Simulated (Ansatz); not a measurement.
Mulliken charges of CH4AlFOSe, SMILES `[OH][Al]([F])[CH2][SeH]` from PBE/def2-TZVPP in Ansatz (PBE0-D4/def2-TZVP geometry).

| atom | x (Å) | y (Å) | z (Å) | charge (e) |
| --- | --- | --- | --- | --- |
| O1 | -0.848 | 0.504 | 1.723 | -0.376 |
| Al2 | 0.492 | 0.170 | 0.747 | 0.604 |
| F3 | 1.990 | 0.740 | 1.147 | -0.330 |
| C4 | 0.286 | -0.975 | -0.784 | -0.386 |
| Se5 | -0.184 | 0.648 | -1.864 | -0.053 |
| H6 | -0.829 | 1.125 | 2.449 | 0.179 |
| H7 | 1.211 | -1.332 | -1.237 | 0.137 |
| H8 | -0.498 | -1.718 | -0.905 | 0.144 |
| H9 | -1.531 | 0.792 | -1.294 | 0.081 |

Question: By hand: the dipole of these point charges (1 e Å = 4.8032 D).

Answer: Σ q r = (-0.320, -0.153, -0.140) e Å, of length 0.381 e Å = 1.83 D.

Question: How does the dipole of the full density compare? (Best estimate.)

Answer: Computed: (-0.238, -0.118, -0.090) e Å, 1.35 D; the point charges give 1.36 times that, at 3° from its direction.

Point charges leave out the atoms' own dipoles, such as those of lone pairs, and Mulliken's split depends on the basis, so the two needn't agree.
